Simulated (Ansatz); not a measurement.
Mulliken charges of FH3HfSe3 (`[F][Hf]([SeH])([SeH])[SeH]`) from PBE/def2-TZVPP in Ansatz (PBE0-D4/def2-TZVP geometry).

| atom | x (Å) | y (Å) | z (Å) | charge (e) |
| --- | --- | --- | --- | --- |
| F1 | -0.823 | -2.567 | -0.061 | -0.249 |
| Hf2 | -0.240 | -0.779 | -0.024 | 0.623 |
| Se3 | -0.849 | 0.366 | -2.239 | -0.212 |
| Se4 | -1.381 | 0.453 | 1.919 | -0.212 |
| Se5 | 2.306 | -0.715 | 0.301 | -0.212 |
| H6 | 0.433 | 1.085 | -2.122 | 0.087 |
| H7 | -1.439 | 1.626 | 1.029 | 0.088 |
| H8 | 2.085 | 0.475 | 1.142 | 0.088 |

**Question.** By hand: the dipole of these point charges (1 e Å = 4.8032 D).

**Answer.** Σ q r = (0.134, 0.411, 0.011) e Å, of length 0.432 e Å = 2.07 D.

**Question.** How does the dipole of the full density compare? (Best estimate.)

**Answer.** Computed: (0.074, 0.227, 0.005) e Å, 1.15 D; the point charges give 1.80 times that, at 0° from its direction.

Point charges leave out the atoms' own dipoles, such as those of lone pairs, and Mulliken's split depends on the basis, so the two needn't agree.
